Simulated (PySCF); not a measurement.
**Removal energies of Ti⁴⁺ from EOM-IP-GCCSD**

Reference: closed-shell Ti⁴⁺, [Ar]; one electron is removed. Calculated with PySCF 2.14, two-component X2C-1e with screened spin-orbit coupling, an uncontracted even-tempered set (21 s from 0.033 bohr⁻², ratio 2.6; 15 p from 0.043 bohr⁻², ratio 2.6; 7 d from 0.044 bohr⁻², ratio 2.8; 3 f from 3.5 bohr⁻², ratio 2.8); frozen [Ne]; the 66 highest virtual spinors dropped; of the others 50 kept and the rest restored at second order. No Breit or QED terms. Binding energies in eV.

```tsv
level	Koopmans	second order	EOM-CCSD
3s1/2	130.69	124.68	123.81
3p1/2	99.956	99.652	99.754
```

In EOM-CCSD the overlap with the one-orbital guess is low for 3s1/2 (weight 0.79). That can mean mixing with two-hole, one-particle states, where second order and EOM-CCSD lose accuracy, or only a rotation among the degenerate components of the shell; the terms of those configurations are not listed.

For comparison, the ionisation energy of Ti⁴⁺ is 99.299 ± 0.012 eV (measured; NIST Atomic Spectra Database, ionization energies).

Only part of the computed levels is shown.

The screened spin-orbit operator tends to give fine-structure splittings of light species too large.
